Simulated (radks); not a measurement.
Values are calculated unless marked as measured or tabulated.
Valence configurations of neutral carbon (all share [He]). Code: a radial shooting solver on a logarithmic mesh with Libxc functionals. Model: scalar-relativistic Kohn-Sham, PBE, spin-unpolarised, spherical densities, point nucleus. Energies are relative to 2s2 2p2; eigenvalues in eV.

valence      E (eV)   e(2p)    e(2s)
2s2 2p2       0.000  -5.285  -13.751
2s1.5 2p2.5   4.236  -5.506  -13.984
2s1 2p3       8.478  -5.712  -14.201
2s0.5 2p3.5  12.725  -5.907  -14.405
2p4          16.975  -6.092        -

NIST lists [He] 2s2 2p2 as the ground configuration; this level of theory agrees among the configurations tried. The energies are those of spherical spin-averaged densities, not of single terms.
